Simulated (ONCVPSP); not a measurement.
# What one change does to a pseudopotential (gallium, ONCV)

* Element: gallium (Ga)
* Generator: ONCVPSP 4.0.1
* Type: optimised norm-conserving Vanderbilt (ONCV)
* Functional: LDA (Perdew-Wang 92)
* Relativity: scalar-relativistic
* Frozen core: [Ar] 3d10
* Valence charge: 3
* Reference configuration: 4s2 4p0.75 (charge +0.25)
* Partial waves: 4s: rc 1.95 bohr, ncon 4, nbas 7, qcut 3.3 1/bohr, 1 projector; 4p: rc 1.85 bohr, ncon 4, nbas 7, qcut 4.2 1/bohr, 3 projectors, debl 0.6 Ha
* Local potential: polynomial inside 1.50 bohr (lpopt 5, dvloc0 2 Ha)
* Core correction: Teter function fitted to the true core (icmod 2), fcfact 0.25

All-electron outer shells of the reference configuration (LDA (PZ), scalar-relativistic, ld1.x):

```csv
shell,level (eV),outermost node (bohr),outermost maximum (bohr)
3p,-100.51,0.24,0.56
3d,-21.25,–,0.53
4s,-10.88,0.81,1.87
4p,-4.22,0.87,2.47
```

Change: s: qcut 4.4.

Cutoffs: the cutoffs (Ha) at which the residual kinetic energy of the hardest occupied pseudo-wave falls to 1 and 0.1 mHa per electron; they do not see the model core or the augmentation charge, which bear on the density cutoff. Errors are all-electron minus pseudo energies relative to the spin-unpolarised reference configuration.

Problem. How do hardness, ghosts and transferability respond?

Solution. The potential gets softer (12 Ha and 29 Ha → 7.6 Ha and 9.9 Ha); both files keep a bound ghost (p); the lowest positive-energy flag moves from s at 46.8 eV to none; the errors of the 4 common tests hardly move.

```tsv
quantity	base	changed
cutoff, loose	12 Ha	7.6 Ha
cutoff, tight	29 Ha	9.9 Ha
loose cutoff by channel	s 12 Ha, p 5.4 Ha	s 7.6 Ha, p 5.4 Ha
bound ghosts	p	p
GHOST(+) flags under 300 eV	s at 46.8 eV	none
error for 4s2 4p1, meV [ΔE -0.87 eV]	+0.1	+0.1
error for 4s2 4p0, meV [ΔE 5.02 eV]	-2.8	-3.2
error for 4s1 4p0, meV [ΔE 26.51 eV]	-92	-92
error for 4s2 4p0.5, meV [ΔE 1.25 eV]	-0.3	-0.3
s: phases at 1.98 bohr within 0.05 rad from the reference energy up to (Ha; the scan ends near 5)	0.9	1.2
p: phases at 1.88 bohr within 0.05 rad from the reference energy up to (Ha; the scan ends near 5)	to the end of the scan	to the end of the scan
rms error of d²Exc/dni dnj with the model core, mHa	2.62	2.76
```

 A true bound ghost makes a file unfit for plane-wave use even where its test errors are small: the radial tests pick states by their node count and pass the ghost by.
